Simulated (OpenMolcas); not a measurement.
## Os5+: moving or changing the point charges

Os5+ among 6 point charges of -1 e arranged as a trigonal prism (D3h), 2.02 Å from the ion, with a polar angle of 51.1° against the regular 49.1°.

```
Program             : OpenMolcas 26.06
Method              : SS-CASPT2, IPEA 0.25 Eh, imaginary shift 0.1 Eh (closed shells correlated: 4f 5s 5p)
Basis               : ANO-RCC-VDZP [7s6p4d2f1g]
Scalar Hamiltonian  : DKH2, point nucleus
Active space        : 3 electrons in 5 orbitals (5d)
State averaging     : 2S+1 = 4 even, 10 roots; 2S+1 = 2 even, 40 roots
Spin-orbit coupling : RASSI with atomic mean-field integrals over the reference wave functions
```

Runs around this geometry, states (labels of D3, the rotations of D3h). Energies in cm-1 above the lowest state or level, χT in cm3 K/mol.

```tsv
R (Å)	q (e)	Polar angle / regular	Ground state	First state of that spin	First gap with spin-orbit (degeneracies)	χT at 300 K	First state of another spin
2.02	-0.65	1.04	4A2	4E 1270	800 (2, 2)	0.099	2E 14640
1.82	-1	1.04	4A2	4E 3870	2170 (2, 2)	0.087	2E 14840
2.02	-1	1.04	4A2	4E 2200	1380 (2, 2)	0.087	2E 14810
2.24	-1	1.04	4A2	4E 1230	900 (2, 2)	0.097	2E 14620
2.02	-1	1.12	4A2	4A1 810	28 (2, 2)	0.124	2E 14180
```

Taking the first state of the same spin as R^-n, n = -ln(1230 / 3870) / ln(2.24 / 1.82) = 5.5 between the shortest and longest distance.

Scaling the charges by -0.65 / -1 = 0.65 scales the first state of the same spin by 1270 / 2200 = 0.58; with fixed orbitals a first-order splitting would follow the charge.

Roots that are degenerate in the reference are averaged as groups; the widest CASPT2 spread within a group is 130 cm-1 (the 2-fold group of multiplicity 4 near 3620 cm-1 above the lowest state of its run, R = 2.24, q = -1, ratio = 1.04). Shifts and gaps below about the spread of the groups concerned are not significant. Free-ion shares, where given, are those of the reference states; single-state CASPT2 does not remix them. Spin-orbit coupling mixes the spin-free states strongly: the lowest level takes only 39 % from its leading state, 4E, which lies 1271 cm-1 above the lowest spin-free state (figures for R = 2.02, q = -0.65, ratio = 1.04; the like holds for R = 1.82, q = -1, ratio = 1.04, R = 2.02, q = -1, ratio = 1.04, R = 2.24, q = -1, ratio = 1.04, R = 2.02, q = -1, ratio = 1.12). The ground term spreads over less than 5000 cm-1, several times less than with real ligands, so orbital moments are less quenched and χT lies further from the spin-only value than at real sites (holds for R = 2.02, q = -0.65, ratio = 1.04; R = 2.24, q = -1, ratio = 1.04; R = 2.02, q = -1, ratio = 1.12). Point charges carry no covalency, so the field is a model and not that of real ligands. No measured value stands beside these numbers.
